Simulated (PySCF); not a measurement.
PySCF 2.14 output of an unrestricted PBE0 calculation on a single atom or ion in aug-cc-pwCVTZ-DK (10s9p7d4f3g, 127 functions), with scalar relativity by spin-free X2C-1e:

```
SCF conv_tol = 1e-09
number electrons alpha = 14  beta = 9
    C. Adamo and V. Barone.,  J. Chem. Phys. 110, 6158 (1999)
    M. Ernzerhof and G. E. Scuseria.,  J. Chem. Phys. 110, 5029 (1999)
cycle= 1 E= -948.821309836482  delta_E= -0.00945  |g|= 0.0118  |ddm|= 1.02
cycle= 2 E= -948.821415782277  delta_E= -0.000106  |g|= 0.00249  |ddm|= 0.414
cycle= 3 E= -948.821424680203  delta_E= -8.9e-06  |g|= 0.00161  |ddm|= 0.202
cycle= 4 E= -948.821426077357  delta_E= -1.4e-06  |g|= 0.000383  |ddm|= 0.0562
cycle= 5 E= -948.821426515338  delta_E= -4.38e-07  |g|= 5.56e-05  |ddm|= 0.0548
cycle= 6 E= -948.821426556193  delta_E= -4.09e-08  |g|= 1.15e-05  |ddm|= 0.0215
cycle= 7 E= -948.82142655655  delta_E= -3.57e-10  |g|= 9.94e-07  |ddm|= 0.00203
converged SCF energy = -948.82142655655  <S^2> = 8.7506712  2S+1 = 6.0002237
```

The run itself started from symmetry-adapted Hartree-Fock orbitals and held the occupation by maximum overlap, on a logarithmic radial grid, so the iterations belong to that start.

Q: Which element, charge and spin multiplicity is this?

A: V (vanadium, neutral), multiplicity 6; the state was [Ar] 3d3 4s1 5s1, high-spin 6F determinant (an excited configuration).

The outer electron is Rydberg-like, and this basis confines it to a smaller radius and binds it less than a complete one would.
